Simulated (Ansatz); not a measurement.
Isolated molecules relaxed with PBE0-D4/def2-TZVP in Ansatz; ΔE leaves out vibrations. CCSD(T)/CBS adds triple-zeta CCSD(T) − MP2 to the extrapolated MP2 energy (def2 sets, frozen cores). This one scheme is used for every species. Functionals use def2-TZVPP. B3LYP here is the variant with VWN-RPA as its local correlation; programs differ in this. Each species was taken in one conformer, which may not be the lowest.

Reaction (formal hydrolysis of the Si–N bond): `N[SiH2]OP` + H₂O → `O[SiH2]OP` + NH₃

| level | ΔE (kJ/mol) | difference from CCSD(T)/CBS |
| --- | --- | --- |
| r2SCANh-D4 | -43.1 | -2.9 |
| ωB97M-V | -41.7 | -1.5 |
| revPBE | -41.1 | -0.9 |
| PBE0 | -40.1 | 0.1 |
| B3LYP | -44.9 | -4.7 |
| HF/def2-SVP | -42.6 | -2.4 |
| CCSD(T)/def2-SVP | -40.8 | -0.6 |
| CCSD/def2-TZVPP | -43.5 | -3.3 |
| CCSD(T)/def2-TZVPP | -42.8 | -2.6 |
| HF/def2-QZVPP | -49.5 | -9.3 |
| CCSD(T)/CBS | -40.2 | 0 |

Largest T1 diagnostic among the species: 0.013.

Leaving LDA and LC-ωPBE aside and taking each functional with its dispersion term where it has one, the values, not all of them listed here, spread over 9.4 kJ/mol, from B97M-V to revPBE-D4. LDA lies +3.4 kJ/mol from PBE without D4. In def2-TZVPP, CCSD(T) changes the Hartree–Fock value by +6.6 kJ/mol (the triples alone add +0.6 kJ/mol) and MP2 by +7.5 kJ/mol.
